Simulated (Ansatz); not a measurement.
CH7BFGeN, relaxed with RKS PBE0-D4/def2-TZVP in Ansatz 0.2.0 from a PBE-D4/def2-SVP geometry. The force threshold is 0.005 eV/Å; the program also tests the step.

Charge 0, multiplicity 1. The bonds changed during the relaxation, so this is another structure than the one it started from.

Start:

```xyz
12

B    -0.056   -1.294   -0.624
Ge    1.384    0.322   -1.277
F     0.451    1.297   -2.457
N    -0.505   -0.027   -0.024
C    -0.460    0.289    1.401
H     0.531   -2.074    0.100
H    -0.546   -1.620   -1.685
H     1.701    1.479   -0.221
H    -1.171    0.541   -0.562
H     0.431   -0.185    1.857
H    -0.402    1.383    1.569
H    -1.358   -0.110    1.923
```

Q: By how much does the energy fall, and how many steps does the optimiser take? (An estimate is asked.)

A: Ansatz gave: 5.64 kJ/mol, in 12 steps, 2 of them rejected.

Q: Which bonds change most? (Estimate.)

A: Ansatz gave: Ge2–N4 from 2.294 to 2.204 Å; Ge2–H8 from 1.598 to 1.574 Å; B1–H6 from 1.216 to 1.194 Å; B1–H7 from 1.213 to 1.193 Å.

Q: Give the relaxed structure. (An estimate is asked.)

A: The calculation gave: 
```xyz
12

B    -0.072   -1.303   -0.613
Ge    1.347    0.335   -1.223
F     0.460    1.309   -2.410
N    -0.486   -0.013   -0.049
C    -0.443    0.287    1.373
H     0.488   -2.063    0.118
H    -0.550   -1.634   -1.655
H     1.706    1.489   -0.214
H    -1.175    0.523   -0.561
H     0.449   -0.164    1.808
H    -0.407    1.364    1.542
H    -1.316   -0.130    1.884
```
